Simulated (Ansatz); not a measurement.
Ideal-gas functions of F₆SSi₂, SMILES `F[Si](F)(F)S[Si](F)(F)F` at 600 K and 1 bar, from an Ansatz frequency run at PBE0-D4/def2-TZVP.

Molar mass 202.23 g/mol, point group C2 (symmetry number 2), electronic degeneracy 1, moments of inertia 272.53, 777.497, 807.06 u Å². Harmonic wavenumbers (cm⁻¹, unscaled): 22, 38, 76, 179, 181, 205, 221, 318, 318, 327, 331, 350, 381, 552, 560, 845, 890, 997, 998, 1008, 1019.

Use S(trans) = R[1.5 ln M + 2.5 ln T − 1.1517]; rotational temperatures θ = 24.2544 K / I; S(rot) = R[ln(√π/σ · √(T³/θAθBθC)) + 1.5]; for each mode x = 1.438777 ν̃/T, S = R[x/(eˣ − 1) − ln(1 − e⁻ˣ)] and H = RT x/(eˣ − 1); 1 cm⁻¹ = 0.0119627 kJ/mol; R = 8.31446 J/(mol·K).

Problem. By hand: the entropy, in J/(mol·K).

Solution. Translation 189.6. Rotation: θ = 0.089, 0.0312, 0.0301 K, giving 130.3. Vibration, mode by mode: 32.78, 28.24, 22.48, 15.41, 15.32, 14.30, 13.69, 10.77, 10.77, 10.55, 10.45, 10.01, 9.35, 6.56, 6.46, 3.73, 3.43, 2.80, 2.80, 2.74, 2.69, in all 235.3. Electronic 0.0. Sum 555.2 J/(mol·K).

Problem. By hand: H − E and G − E in kJ/mol, counted from the electronic energy.

Solution. Zero-point energy ½ × 9816 × 0.0119627 = 58.7; thermal vibration 61.7; translation, rotation and pV give 4 RT = 20.0. H − E = 140.4 kJ/mol, and G − E = 140.4 − 600 × 555.2/1000 = -192.7 kJ/mol.

Vibration gives 42 % of the entropy, 83.5 J/(mol·K) of it from the modes under 150 cm⁻¹: soft modes count most, and the harmonic formula is weakest for them. The sum counts one conformer and one mirror image; others add a mixing term.
